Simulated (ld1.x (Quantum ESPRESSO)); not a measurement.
# Building the RRKJ potential for carbon (PBE, non-relativistic).

carbon (C), norm-conserving RRKJ (Kleinman–Bylander form), made with ld1.x (Quantum ESPRESSO) 7.5 (PBE, non-relativistic). Core [He], reference 2s2 2p2. Waves: 2s (bound): rc 0.95 bohr; 2p (bound): rc 2.65 bohr; 3d channel at 0.05 Ry: rc 2.35 bohr. Local part: the d channel. Core correction: Bessel-smoothed model core inside 0.60 bohr. rho0 = 0.02.

(1) Estimate the cutoffs (Ry, on a coarse ladder) from which the occupation-weighted sum of valence levels, in a spherical-Bessel basis at the reference potential, stays within 10 and 1 mRy of its value at 400 Ry.

(2) What does a ghost test show?

(3) Which valence shell sets the plane-wave cutoff?

(4) Tests: 2s2 2p1; 2s2 2p0; 2s1 2p0; 2s0 2p4; 2s1 2p2; 2s2 2p2.3; 2s2 2p1.5. Which has the largest error in its energy relative to the reference configuration, and how large is it?

Answers

(1) 40 Ry and 60 Ry.

(2) No extra level below or beside the all-electron valence levels (s, p, d, f tested).

(3) 2s: its level needs 50 Ry to come within 1 mRy, against 18 Ry for 2p.

(4) 2s1 2p0, with +1988 meV (all-electron minus pseudo) on +83.20 eV.
